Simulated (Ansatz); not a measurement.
Ansatz (a program for electronic structure) input for KI, SMILES [K][I], PBE0-D3(BJ)/def2-TZVPD. 

Ansatz 0.2 input:
```yaml
crystal:
  periodic: [false, false, false]
  atoms:
    - {symbol: K, position_ang: [0.00000000, 0.00000000, -2.32382042]}
    - {symbol: I, position_ang: [0.00000000, 0.00000000, 0.83306770]}
basis:
  gaussian:
    orbitals: def2-TZVPD
hamiltonian:
  xc: pbe0
  dispersion: d3bj
relax: {f_tol: 0.002, max_steps: 200}
```

It prints:

```
Functional definition: PBE0
integrals: 0.03 GiB planned
834 factors; their error is unknown
mean field: 0.28 GiB planned
mean field evaluation 1: about -24422.4854 eV, gradient 1.5e1 eV
mean field evaluation 2: about -24422.5161 eV, gradient 1.9e1 eV
mean field evaluation 4: about -24423.4690 eV, gradient 7.9e-1 eV
mean field evaluation 8: about -24423.7983 eV, gradient 6.5e-1 eV
mean field evaluation 16: about -24423.7986 eV, gradient 9.3e-6 eV
mean field -24423.79862319 eV, -897.5580443569 hartree, gradient 9.2e-6 eV, S^2 0.000000; 0 other end points of the search recorded, 0 dependent functions left out
the calculation of the forces begins
reference -24423.79866012 eV, -897.5580457140 hartree; 22, 22 occupied and 73, 73 virtual orbitals, 834 factors
relax step   1: F+E_penalty+E_count = -24423.82926513 eV  Δ(F+E_penalty+E_count) = +0.000e0 eV  max|allowed force component| = 2.679e-1 eV/Å  Δτ_max = 0.0000 Å  (29 SCF iters, accepted)
these checks for a lower state are left out or cut short: starts, cluster_reference, orbital_swaps, neighbouring_geometries, increment
integrals: 0.03 GiB planned
834 factors; their error is unknown
mean field: 0.28 GiB planned
mean field -24423.80683653 eV, -897.5583461915 hartree, gradient 2.6e-5 eV, S^2 0.000000; 0 other end points of the search recorded, 0 dependent functions left out
the calculation of the forces begins
reference -24423.80687330 eV, -897.5583475429 hartree; 22, 22 occupied and 73, 73 virtual orbitals, 834 factors
relax step   2: F+E_penalty+E_count = -24423.83754724 eV  Δ(F+E_penalty+E_count) = -8.282e-3 eV  max|allowed force component| = 1.522e-1 eV/Å  Δτ_max = 0.0196 Å  (32 SCF iters, accepted)
these checks for a lower state are left out or cut short: starts, cluster_reference, orbital_swaps, neighbouring_geometries, increment
integrals: 0.03 GiB planned
834 factors; their error is unknown
mean field: 0.28 GiB planned
mean field evaluation 32: about -24423.8102 eV, gradient 2.5e-5 eV
mean field -24423.81017617 eV, -897.5584689210 hartree, gradient 2.5e-5 eV, S^2 0.000000; 0 other end points of the search recorded, 0 dependent functions left out
the calculation of the forces begins
reference -24423.81021273 eV, -897.5584702648 hartree; 22, 22 occupied and 73, 73 virtual orbitals, 834 factors
relax step   3: F+E_penalty+E_count = -24423.84097340 eV  Δ(F+E_penalty+E_count) = -3.426e-3 eV  max|allowed force component| = 2.427e-2 eV/Å  Δτ_max = 0.0258 Å  (31 SCF iters, accepted)
these checks for a lower state are left out or cut short: starts, cluster_reference, orbital_swaps, neighbouring_geometries, increment
integrals: 0.03 GiB planned
834 factors; their error is unknown
mean field: 0.28 GiB planned
mean field -24423.81026712 eV, -897.5584722636 hartree, gradient 2.7e-5 eV, S^2 0.000000; 0 other end points of the search recorded, 0 dependent functions left out
the calculation of the forces begins
reference -24423.81030372 eV, -897.5584736085 hartree; 22, 22 occupied and 73, 73 virtual orbitals, 834 factors
relax step   4: F+E_penalty+E_count = -24423.84105276 eV  Δ(F+E_penalty+E_count) = -7.935e-5 eV  max|allowed force component| = 1.770e-3 eV/Å  Δτ_max = 0.0035 Å  (32 SCF iters, accepted)
integrals: 0.03 GiB planned
834 factors; their error is unknown
mean field: 0.28 GiB planned
mean field evaluation 64: about -24423.8103 eV, gradient 2.6e-5 eV
mean field -24423.81026712 eV, -897.5584722636 hartree, gradient 2.6e-5 eV, S^2 0.000000; 1 other end points of the search recorded, 0 dependent functions left out
the calculation of the forces begins
reference -24423.81030372 eV, -897.5584736085 hartree; 22, 22 occupied and 73, 73 virtual orbitals, 834 factors
Total energy: -24423.84108935 eV, -897.5596049596 hartree
Atom 0 at    -0.000000    -0.000000    -2.281980 Å, force    -0.000000    -0.000000     0.001770 eV/Å
Atom 1 at     0.000000     0.000000     0.791227 Å, force    -0.000000     0.000000    -0.001770 eV/Å
Dipole moment:    -0.000000    -0.000000    -2.303825 e Å
```

Self-consistency was reached.
